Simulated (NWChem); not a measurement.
System: TeIBr; SMILES Br[Te]I

Here is an NWChem input.

```
start job
memory heap 200 mb stack 900 mb global 1100 mb
geometry units angstroms noautosym nocenter noautoz
  Te     0.980449     0.465642     0.000000
  Br    -0.908659     2.118981     0.000000
  I     -0.362734    -1.876691     0.000000
end
basis spherical
  * library def2-svpd
end
ecp
  Te library def2-ecp
  I library def2-ecp
end
dft
  xc xcamb88 1.00 lyp 0.81 vwn_5 0.19 hfexch 1.00
  cam 0.33 cam_alpha 0.19 cam_beta 0.46
  iterations 150
end
property
  response 1 0.0
end
task dft property
```

Excerpt of the output:

```
             Northwest Computational Chemistry Package (NWChem) 7.3.0
             --------------------------------------------------------

                             Geometry "geometry" -> ""
                             -------------------------

 Output coordinates in angstroms (scale by  1.889725989 to convert to a.u.)

  No.       Tag          Charge          X              Y              Z
 ---- ---------------- ---------- -------------- -------------- --------------
    1 Te                  52.0000     0.98044900     0.46564200     0.00000000
    2 Br                  35.0000    -0.90865900     2.11898100     0.00000000
    3 I                   53.0000    -0.36273400    -1.87669100     0.00000000

 Effective nuclear repulsion energy (a.u.)    1167.1789876086

                                 NWChem DFT Module
                                 -----------------

 Summary of "ao basis" -> "ao basis" (spherical)
 ------------------------------------------------------------------------------
       Tag                 Description            Shells   Functions and Types
 ---------------- ------------------------------  ------  ---------------------
 Te                        def2-svpd                13       35   5s5p3d
 Br                        def2-svpd                15       41   6s5p4d
 I                         def2-svpd                13       35   5s5p3d

            General Information
            -------------------
          SCF calculation type: DFT
          Wavefunction type:  closed shell.
          No. of atoms     :     3
          No. of electrons :    84
           Alpha electrons :    42
            Beta electrons :    42
          Charge           :     0
          Spin multiplicity:     1
          Use of symmetry is: off; symmetry adaption is: off
          Maximum number of iterations: 150
          AO basis - number of functions:   111
                     number of shells:    41
          Convergence on energy requested:  1.00D-06
          Convergence on density requested:  1.00D-05
          Convergence on gradient requested:  5.00D-04

              XC Information
              --------------
                     Hartree-Fock (Exact) Exchange  1.000
                   CAM-Becke88 Exchange Functional  1.000
                      VWN V Correlation Functional  0.190 local
              Lee-Yang-Parr Correlation Functional  0.810

           Range-Separation Parameters
           ---------------------------
           Alpha           :  0.19
           Beta            :  0.46
           Gamma           :  0.33
           Short-Range HF  :     F

             Grid Information
             ----------------
          Grid used for XC integration:  medium
          Radial quadrature: Mura-Knowles
          Angular quadrature: Lebedev.
          Tag              B.-S. Rad. Rad. Pts. Rad. Cut. Ang. Pts.
          ---              ---------- --------- --------- ---------
          Te                  1.40      123          14.0       590
          Br                  1.15      112          15.0       590
          I                   1.40      123          15.0       590
          Grid pruning is: on
          Number of quadrature shells:   358
          Spatial weights used:  Erf1

      Superposition of Atomic Density Guess
      -------------------------------------

 Sum of atomic energies:       -3230.43657258

      Non-variational initial energy
      ------------------------------

 Total energy =   -3135.935414
 1-e energy   =   -5383.836477
 2-e energy   =    1838.430441
 HOMO         =      -0.211017
 LUMO         =      -0.089054

   convergence    iter        energy       DeltaE   RMS-Dens  Diis-err
 ---------------- ----- ----------------- --------- --------- ---------
 d= 0,ls=0.0,diis     1  -3139.6760309176 -3.55D+03  1.18D-02  4.03D-01
 d= 0,ls=0.0,diis     2  -3139.6886189006 -1.26D-02  5.20D-03  2.59D-01
 d= 0,ls=0.0,diis     3  -3139.7252410228 -3.66D-02  1.22D-03  1.48D-02
 d= 0,ls=0.0,diis     4  -3139.7274993751 -2.26D-03  2.73D-04  6.00D-04
 d= 0,ls=0.0,diis     5  -3139.7275846552 -8.53D-05  5.48D-05  2.53D-05
  Resetting Diis
 d= 0,ls=0.0,diis     6  -3139.7275893808 -4.73D-06  1.94D-05  1.99D-06
 d= 0,ls=0.0,diis     7  -3139.7275899252 -5.44D-07  9.58D-06  1.60D-07

         Total DFT energy =    -3139.727589925219
      One electron energy =    -5383.443682842963
           Coulomb energy =     1968.701766514156
    Exchange-Corr. energy =     -134.456296449019
 Nuclear repulsion energy =      409.470622852606

 Numeric. integr. density =       84.000000683242

                       DFT Final Molecular Orbital Analysis
                       ------------------------------------

 Vector   40  Occ=2.000000D+00  E=-3.554822D-01
              MO Center= -3.8D-01, -6.7D-01, -5.0D-08, r^2= 5.1D+00
   Bfn.  Coefficient  Atom+Function         Bfn.  Coefficient  Atom+Function
  ----- ------------  ---------------      ----- ------------  ---------------
    90      0.510757  3 I  pz                93      0.415813  3 I  pz
    53     -0.305079  2 Br pz                50     -0.288883  2 Br pz
    87     -0.204645  3 I  pz                47      0.188083  2 Br pz
    84     -0.165694  3 I  pz                14      0.153754  1 Te pz
    17      0.118026  1 Te pz                44     -0.061031  2 Br pz

 Vector   41  Occ=2.000000D+00  E=-3.441066D-01
              MO Center= -3.6D-01, -1.4D+00,  3.0D-09, r^2= 3.8D+00
   Bfn.  Coefficient  Atom+Function         Bfn.  Coefficient  Atom+Function
  ----- ------------  ---------------      ----- ------------  ---------------
    88      0.508824  3 I  px                91      0.423151  3 I  px
    89     -0.299449  3 I  py                92     -0.240019  3 I  py
    52     -0.227344  2 Br py                85     -0.203833  3 I  px
    49     -0.200304  2 Br py                82     -0.164951  3 I  px
    46      0.131743  2 Br py                86      0.119267  3 I  py

 Vector   42  Occ=2.000000D+00  E=-2.844775D-01
              MO Center=  4.6D-01,  1.3D-01,  7.1D-10, r^2= 4.5D+00
   Bfn.  Coefficient  Atom+Function         Bfn.  Coefficient  Atom+Function
  ----- ------------  ---------------      ----- ------------  ---------------
    14      0.545533  1 Te pz                17      0.447091  1 Te pz
    90     -0.320598  3 I  pz                93     -0.281743  3 I  pz
    53     -0.237038  2 Br pz                50     -0.215327  2 Br pz
    11     -0.205051  1 Te pz                 8     -0.159319  1 Te pz
    47      0.137804  2 Br pz                87      0.126259  3 I  pz

 Vector   43  Occ=0.000000D+00  E=-8.894160D-02
              MO Center=  3.3D-01, -1.0D-01, -1.8D-09, r^2= 6.2D+00
   Bfn.  Coefficient  Atom+Function         Bfn.  Coefficient  Atom+Function
  ----- ------------  ---------------      ----- ------------  ---------------
    15      0.443416  1 Te px                12      0.439112  1 Te px
    92      0.375064  3 I  py                 3     -0.345856  1 Te s
    89      0.336251  3 I  py                52     -0.248586  2 Br py
     4     -0.205829  1 Te s                 49     -0.191600  2 Br py
    79      0.183116  3 I  s                 13      0.173206  1 Te py

 Vector   44  Occ=0.000000D+00  E=-7.397936D-02
              MO Center=  4.5D-01,  4.8D-01, -2.2D-09, r^2= 5.8D+00
   Bfn.  Coefficient  Atom+Function         Bfn.  Coefficient  Atom+Function
  ----- ------------  ---------------      ----- ------------  ---------------
    16      0.491736  1 Te py                13      0.484870  1 Te py
    51     -0.313472  2 Br px                48     -0.240589  2 Br px
    91      0.214939  3 I  px                88      0.201006  3 I  px
    39     -0.196989  2 Br s                 15     -0.191967  1 Te px
    52      0.182616  2 Br py                10     -0.179649  1 Te py

 Vector   45  Occ=0.000000D+00  E= 3.037746D-02
              MO Center=  2.6D-01, -8.8D-01, -3.3D-08, r^2= 1.6D+01
   Bfn.  Coefficient  Atom+Function         Bfn.  Coefficient  Atom+Function
  ----- ------------  ---------------      ----- ------------  ---------------
     5      2.393953  1 Te s                 95     -0.695067  3 I  py
     4     -0.587650  1 Te s                 54     -0.465742  2 Br px
    80     -0.427708  3 I  s                 94     -0.419728  3 I  px
    15     -0.357028  1 Te px                40     -0.264009  2 Br s
    55      0.237574  2 Br py                79     -0.177396  3 I  s

     Multipole analysis of the density
     ---------------------------------

     L   x y z        total         alpha         beta         nuclear
     -   - - -        -----         -----         ----         -------
     0   0 0 0     -0.000000    -42.000000    -42.000000     84.000000

     1   1 0 0      0.521294     16.645175     16.645175    -32.769056
     1   0 1 0     -0.142761    -36.375348    -36.375348     72.607936
     1   0 0 1     -0.000000     -0.000000     -0.000000      0.000000

     2   2 0 0    -50.574956   -123.952888   -123.952888    197.330821
     2   1 1 0      1.386891     71.069628     71.069628   -140.752364
     2   1 0 1     -0.000000     -0.000000     -0.000000      0.000000
     2   0 2 0    -52.228212   -473.221685   -473.221685    894.215158
     2   0 1 1      0.000000      0.000000      0.000000      0.000000
     2   0 0 2    -55.794405    -27.897202    -27.897202      0.000000

 *** CALLING NEW AORESP DRIVER FOR CLOSED AND OPEN SHELLS ***
 Entering AOResponse driver routine

--------------------------------------------------------------------------------

          -----------------------------------------------
          Solving response equations for perturbing field
          -----------------------------------------------

 number of frequencies:     1
 frequency in a.u.:  0.0000000E+00
 Perturbing field: electric
 Using El. Dipole Length Gauge

 Setting up CPKS with frequency omega =      0.00000000 a.u.

 STATIC response

                                NWChem CPHF Module
                                ------------------

  scftype          =     RHF
  nclosed          =       42
  nopen            =        0
  variables        =     2898
  # of vectors     =        3
  tolerance        = 0.10D-03
  level shift      = 0.00D+00
  max iterations   =       50
  max subspace     =       30

 SCF residual:    4.1017853316140796E-004

Iterative solution of linear equations
  No. of variables     2898
  No. of equations        3
  Maximum subspace       30
        Iterations       50
       Convergence  1.0D-04

   iter   nsub   residual    time
   ----  ------  --------  ---------
     1      3    5.72D+00     120.5
     2      6    1.71D+00     143.8
     3      9    6.17D-01     162.9
     4     12    1.54D-01     186.4
     5     15    6.14D-02     210.4
     6     18    2.25D-02     234.7
     7     21    3.86D-03     253.5
     8     24    9.17D-04     270.4
     9     27    4.40D-04     293.2
    10     30    7.73D-05     315.4

 Electric Dipole Response Matrix (nonzero elements):

              1        2        3
    1   93.5310  -0.5218   0.0000
    2   -0.5218 137.1493   0.0000
    3    0.0000   0.0000  73.7395

 ------------------------------------------
 average:       101.47329 + I       0.00000

 DFT Linear Response polarizability / au
 Frequency  =       0.0000000 / au
              X              Y              Z
 -----------------------------------------------
 X      93.5309889     -0.5218198      0.0000005
 Y      -0.5218244    137.1493407      0.0000005
 Z       0.0000005      0.0000005     73.7395318
 -----------------------------------------------
 Eigenvalues =      93.5247471    137.1555825     73.7395318
 Isotropic   =     101.4732871
 Anisotropic =      56.1991995
 -----------------------------------------------

 Magnetic Dipole Response Matrix (nonzero elements):

 Exiting AOResponse driver routine
```

Level: CAM-B3LYP/def2-SVPD with def2 effective core potentials on Te, I. The geometry was optimised at PBE0/def2-SVP. Not confirmed as a minimum by frequencies. def2 effective core potentials on Te, I; no spin-orbit coupling.
